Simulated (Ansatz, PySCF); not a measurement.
Gas-phase reaction 2 R1 → P1 + P2, each structure at its B3LYP-D3(BJ)/def2-TZVP stationary point, reached from a drawn start (curvature not checked).
P1, F3NbO (SMILES [O]=[Nb]([F])([F])[F]) (charge 0, multiplicity 1, Z-matrix in Å and degrees):
```
Nb
O 1 1.6934
F 1 1.8688 2 107.90
F 1 1.8688 2 107.91 3 -119.98
F 1 1.8689 2 107.91 3 120.01
```
R1, F2NbO (SMILES [O]=[Nb]([F])[F]) (charge 0, multiplicity 2):
```xyz
4

Nb    -0.0212    -0.0005    -0.1473
O      1.6673    -0.0085     0.0393
F     -0.8142     1.7015     0.0473
F     -0.8319    -1.6924     0.0608
```
P2, FNbO (SMILES [O]=[Nb][F]) (charge 0, multiplicity 3, Z-matrix in Å and degrees):
```
Nb
O 1 1.6976
F 1 1.9020 2 117.51
```

P less R. No zero-point or thermal terms; singlets are restricted closed shells; open shells are unrestricted; no spin–orbit coupling. The spin states of the d-block species are the ones drawn and need not be the lowest.

Correlated levels freeze the cores. CBS: X⁻³ extrapolation of the correlation energy, Hartree–Fock from the larger set.

The values were computed with Ansatz (a quantum-chemistry and plane-wave program); PySCF for M06-2X and the D3/D4 terms. No computed number here is a measurement. Elements past Kr take the def2 small-core potentials, without spin–orbit coupling.

```
level                                reaction energy (kcal/mol)
-----------------------------------  --------------------------
HF/def2-TZVPP                                              8.07
HF/def2-QZVPP                                              8.19
PBE-D4/def2-TZVPP                                          2.11
revPBE-D3(BJ)/def2-TZVPP                                   1.56
B3LYP-D3(BJ)/def2-TZVPP                                    4.30
BHLYP-D3(BJ)/def2-TZVPP                                    6.14
BHLYP-D4/def2-TZVPP                                        6.51
M06-2X/def2-TZVPP                                    (withheld)
CCSD(T)/CBS(def2-TZVPP, def2-QZVPP)                  (withheld)
```

Q: Fill in the missing entries.

A: 
- M06-2X/def2-TZVPP, reaction energy (kcal/mol): -41.60
- CCSD(T)/CBS(def2-TZVPP, def2-QZVPP), reaction energy (kcal/mol): 5.66
